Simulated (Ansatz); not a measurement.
The cluster Li3PS4. The state is a singlet with charge 0. Geometry r2SCAN-D4/def2-SVP, basis def2-TZVP, Ansatz.

| atom | x (Å) | y (Å) | z (Å) |
| --- | --- | --- | --- |
| Li1 | 0.142 | -0.806 | 0.927 |
| Li2 | -1.431 | 1.368 | -0.146 |
| Li3 | -3.512 | -1.576 | 0.959 |
| P4 | 2.078 | 0.762 | -1.414 |
| S5 | 0.308 | 1.637 | -1.733 |
| S6 | -1.965 | -0.175 | 1.342 |
| S7 | 2.436 | 0.175 | 0.728 |
| S8 | 1.944 | -1.385 | -0.664 |

```json
{"run": "A", "HOMO (eV)": "-4.72", "LUMO (eV)": "-2.51"}
{"run": "B", "HOMO (eV)": "-4.88", "LUMO (eV)": "-2.35"}
{"run": "C", "HOMO (eV)": "-4.91", "LUMO (eV)": "-2.44"}
{"run": "D", "HOMO (eV)": "-4.88", "LUMO (eV)": "-2.71"}
{"run": "E", "HOMO (eV)": "-5.76", "LUMO (eV)": "-1.68"}
```

Another isomer (singlet) lies 1.96 eV lower at PBE0-D4/def2-TZVP; other spin states weren't run for this one.

Task: The runs used B97M-V, LDA (SPW92), PBE, PBE0, r2SCAN. Estimate which is which.

Result: A PBE (0 % exact exchange); B B97M-V (0 % exact exchange); C r2SCAN (0 % exact exchange); D LDA (SPW92) (0 % exact exchange); E PBE0 (25 % exact exchange). Exact exchange lowers occupied and raises empty levels; among semilocal functionals meta-GGAs tend to open the gap a little, and such runs are hard to tell apart. The gap grows from 2.16 eV (LDA (SPW92)) to 4.08 eV (PBE0).
